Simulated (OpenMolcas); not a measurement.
An atom or ion with 48 electrons was computed by XMS-CASPT2, IPEA 0.25 Eh, imaginary shift 0.1 Eh with spin-orbit coupling (OpenMolcas, ANO-RCC-VQZP, DKH2). The lowest levels that the run gave, each within 12 % of the measured value where one is at hand:

```tsv
J	Parity	E (eV)	g
0	even	0.0000	
0	odd	10.812	
1	odd	11.200	1.489
2	odd	12.289	1.501
1	odd	15.513	1.012
0	even	25.065	
2	even	25.455	1.096
1	even	25.898	1.501
2	even	27.184	1.406
0	even	30.291
```

Task: Which ion is it, and what are the configurations and terms?

Result: I VI (Z = 53, charge +5; active space 2 electrons in 8 orbitals (5s 5p 6s 6p)). J, parity and g give the terms where levels are pure, and mixed ones are named by the computed weights; the size of the splittings, set against known spectra of the 48-electron sequence, gives the charge. In order, with the measured energies in eV (the list in Rauch et al., Astron. Astrophys. 606, A105 (2017)): 5s2 1S0, 5s 5p 3P* 0 (10.6212), 5s 5p 3P* 1 (11.0670), 5s 5p 3P* 2 (12.3594), 5s 5p 1P* 1 (15.7985), 5p2 3P0 (24.8074), 5p2 1D2 (25.9662), 5p2 3P1 (25.8475), 5p2 3P2 (27.5225), 5p2 1S0 (30.4578).

CASPT2 breaks the degeneracy within a term, and the mean is taken; among the terms shown or strongly mixed into the levels shown the widest spread is 110 cm-1 (5p2 1D). Over all roots computed the reference weight is 0.80 to 0.95; the roots of lowest weight are the least certain, and an intruder state may touch them. Active for correlation alone: 6p 6s; no level in the range computed is led by a configuration that fills them, so any true level of that kind is missing. The ¹D term of p² mixes with s d, which this space lacks. Computed and measured levels are paired by configuration, term and J; levels that our copy of the source lacks, or whose pairing is in doubt (as where it misses far off the trend of its configuration), stay unpaired and out of the deviations. Levels of configurations outside the active space are missing.

* marks odd parity.
